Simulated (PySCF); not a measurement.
# Radial density of Se³⁺ (selenium, charge +3)

UHF, [Ar] 3d10 4s2 4p1, 2P determinant. Calculation: PySCF 2.14, in aug-cc-pwCVDZ-PP with ECP10MDF (6s5p4d1f, 48 functions); scalar relativity through the core potential. This is the valence pseudo-density: the core potential removes the inner electrons and smooths the orbitals near the nucleus.

```json
{"r (bohr)": "0.000659", "4πr²ρ (e/bohr)": "2.987e-05", "4πr²(ρα − ρβ)": "0.0000"}
{"r (bohr)": "0.00111", "4πr²ρ (e/bohr)": "8.437e-05", "4πr²(ρα − ρβ)": "0.0000"}
{"r (bohr)": "0.00186", "4πr²ρ (e/bohr)": "0.0002377", "4πr²(ρα − ρβ)": "0.0000"}
{"r (bohr)": "0.00313", "4πr²ρ (e/bohr)": "0.0006641", "4πr²(ρα − ρβ)": "0.0000"}
{"r (bohr)": "0.00527", "4πr²ρ (e/bohr)": "0.001815", "4πr²(ρα − ρβ)": "0.0000"}
{"r (bohr)": "0.00887", "4πr²ρ (e/bohr)": "0.004681", "4πr²(ρα − ρβ)": "0.0000"}
{"r (bohr)": "0.0149", "4πr²ρ (e/bohr)": "0.01051", "4πr²(ρα − ρβ)": "0.0000"}
{"r (bohr)": "0.0251", "4πr²ρ (e/bohr)": "0.01908", "4πr²(ρα − ρβ)": "0.0000"}
{"r (bohr)": "0.0422", "4πr²ρ (e/bohr)": "0.03548", "4πr²(ρα − ρβ)": "0.0000"}
{"r (bohr)": "0.0710", "4πr²ρ (e/bohr)": "0.1459", "4πr²(ρα − ρβ)": "0.0000"}
{"r (bohr)": "0.119", "4πr²ρ (e/bohr)": "1.148", "4πr²(ρα − ρβ)": "-0.0002"}
{"r (bohr)": "0.201", "4πr²ρ (e/bohr)": "6.724", "4πr²(ρα − ρβ)": "0.0080"}
{"r (bohr)": "0.338", "4πr²ρ (e/bohr)": "24.02", "4πr²(ρα − ρβ)": "0.0904"}
{"r (bohr)": "0.568", "4πr²ρ (e/bohr)": "29.87", "4πr²(ρα − ρβ)": "0.0558"}
{"r (bohr)": "0.955", "4πr²ρ (e/bohr)": "8.640", "4πr²(ρα − ρβ)": "0.1338"}
{"r (bohr)": "1.61", "4πr²ρ (e/bohr)": "2.588", "4πr²(ρα − ρβ)": "0.6680"}
{"r (bohr)": "2.70", "4πr²ρ (e/bohr)": "0.4886", "4πr²(ρα − ρβ)": "0.2324"}
{"r (bohr)": "4.55", "4πr²ρ (e/bohr)": "0.008120", "4πr²(ρα − ρβ)": "0.0055"}
{"r (bohr)": "7.65", "4πr²ρ (e/bohr)": "3.463e-05", "4πr²(ρα − ρβ)": "0.0000"}
```

Energies and moments cover only the electrons outside the core potential.
